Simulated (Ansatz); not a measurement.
Ligand exchange: C2H5ClSn + C2H4ClF → C2H5FSn + C2H4Cl2

Gas-phase species: C2H5ClSn `C=[CH][SnH2][Cl]`, singlet; C2H4ClF `CC(F)Cl`, singlet; C2H5FSn `C=[CH][SnH2][F]`, singlet; C2H4Cl2 (1,1-dichloroethane) `CC(Cl)Cl`, singlet. The partners trade Cl for F: Sn–Cl and C–F bonds give way to Sn–F and C–Cl.

Shapes, held fixed at every level: PBE0-D4/def2-TZVP. Flexible molecules stand in one conformer, not always the lowest. Programs: Ansatz 0.2.0. The zero-point and thermal change to 298 K, harmonic and unscaled (PBE0-D4/def2-TZVP), is -2.1 kJ/mol.

| level | kind | ΔH(298 K) (kJ/mol) | less CCSD(T)/def2-TZVPP |
| --- | --- | --- | --- |
| SPW92/def2-TZVPP | LDA | +38.2 | +4.4 |
| r2SCAN-D4/def2-TZVPP | meta-GGA | +37.1 | +3.3 |
| BHLYP-D4/def2-TZVPP | global hybrid | +42.6 | +8.8 |
| PBE0-D4/def2-TZVPP | global hybrid | +38.7 | +4.9 |
| wB97M-V/def2-TZVPP | range-separated hybrid | +36.1 | +2.3 |
| wB97X-V/def2-TZVPP | range-separated hybrid | +35.5 | +1.7 |
| CCSD/def2-SVP | coupled cluster or CI | +45.4 | +11.6 |
| CCSD(T)/def2-TZVPP | coupled cluster or CI | +33.8 | 0.0 |

The highest level, CCSD(T)/def2-TZVPP, gives ΔH(298 K) = +33.8 kJ/mol; the levels span +33.8 to +45.4. The column of differences is taken from that level and isn't an error. No measured value is set beside it here. For atoms past krypton def2 sets carry core potentials with scalar relativity. Outer-core shells of Sn are correlated, in sets that cover them unevenly.
